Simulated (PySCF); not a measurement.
C5H8Ge.
Structure used (PBE0-D3(BJ)/def2-SVP), in Å, numbered top down from 1:
```
atom  x, y, z in Å
C1     2.783   -0.769   -0.623
C2     1.585   -0.615   -0.516
C3     0.155   -0.395   -0.347
C4    -0.328    1.071   -0.564
Ge5   -1.705    0.761    0.821
C6    -0.407   -0.709    1.072
H7     3.842   -0.913   -0.727
H8    -0.376   -1.037   -1.072
H9    -0.597    1.330   -1.596
H10    0.420    1.791   -0.201
H11   -1.866    1.800    1.944
H12   -3.087    0.336    0.293
H13   -0.734   -1.745    1.230
H14    0.321   -0.444    1.853
```

The calculation used core-valence-separated Tamm–Dancoff BHandHLYP/aug-pcX-1 (pcseg-1 on H, def2-SVPD on Ge) in PySCF, non-relativistic, gas phase, PBE0-D3(BJ)/def2-SVP geometry. No empirical shift is added; at this level the pattern usually sits a few eV under experiment.

(1) Give energies, oscillator strengths and core holes at the C K edge.

Answers

(1) 
```tsv
E (eV)	f	core hole on	main final orbital	polarisation
283.57	0.0691	C1	spread	across the triple bond
283.67	0.0433	C2	LUMO+5 (31 %)	across the triple bond
283.68	0.1149	C1 + C2	LUMO+7 (2 roots, f summed)	–
284.92	0.0544	C4/C6	LUMO (2 roots, f summed)	–
285.64	0.0083	C1	LUMO+2 (45 %)	along the triple bond
285.70	0.0329	C4/C6	LUMO+1 (2 roots, f summed)	–
285.95	0.0450	C4/C6	spread (2 roots, f summed)	–
286.13	0.0442	C4/C6	LUMO+3 (2 roots, f summed)	–
286.22	0.0033	C2	LUMO+1 (62 %)	along the triple bond
286.36	0.0050	C1	LUMO+1 (35 %)	along the triple bond
286.39	0.0211	C3	LUMO+1 (43 %)	–
286.43	0.0136	C3	LUMO (71 %)	–
286.73	0.0023	C2	LUMO (72 %)	across the triple bond
286.80	0.0181	C4/C6	spread (2 roots, f summed)	–
286.82	0.0028	C1	LUMO+5 (47 %)	across the triple bond
286.87	0.0051	C1	LUMO+3 (57 %)	across the triple bond
287.06	0.0002	C2	LUMO+3 (64 %)	–
```

The first line with a tenth or more of the strongest one's intensity is at 283.57 eV (f = 0.069), with the hole on C1 (terminal alkyne carbon), polarised across the triple bond: a 1s→π* resonance. The strongest listed is at 283.68 eV (f = 0.115, sum of 2; C1 + C2).

Roots within 0.03 eV whose holes lie on the same, on equivalent or on shared atoms are summed into one line, and the highest roots are left out, as the search may have cut off their partners. Final orbitals are the ground state's empty Kohn–Sham orbitals. A dash: too weak, shared between unlike atoms, or no plane or axis to refer to.

Problem. What length of transition dipole belongs to the line at 283.67 eV?

Solution. From f = (2/3) ΔE |μ|² in atomic units, with ΔE = 10.425 Eh and f = 0.0433: |μ| = 0.079 au = 0.20 D.

The list ends where the root search ended, not at a threshold. The BHandHLYP/aug-pcX-1 (pcseg-1 on H, def2-SVPD on Ge) calculation is non-relativistic and has no spin–orbit coupling, an omission that weighs most on germanium.

One conformer stands for the species.
